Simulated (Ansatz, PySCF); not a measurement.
This singlet lies 1.86 eV below the relaxed triplet at the level frozen-core CCSD(T)/cc-pVTZ // PBE0-D3(BJ)/def2-TZVP (Ansatz, a first-principles code).

Cartesian coordinates (Å):
SMILES: [GeH][NH2]
```xyz
5

N     -0.6021    -0.0495     0.0098
Ge     1.0246    -0.8250     0.2308
H     -0.7648     0.9094    -0.2520
H     -1.4586    -0.5628     0.1440
H      1.8008     0.5279    -0.1326
```
Charge 0, spin multiplicity 1.

**Question.** Estimate the HOMO–LUMO gap, HOMO, LUMO, total energy and dipole moment that PBE0-D3(BJ)/def2-TZVP (PySCF) returns for this input.

**Answer.** 
```json
{
  "HOMO–LUMO gap": "4.92 eV",
  "HOMO": "-6.54 eV",
  "LUMO": "-1.62 eV",
  "total_energy": "-2133.2467 Ha",
  "dipole_moment": "1.56 D"
}
```
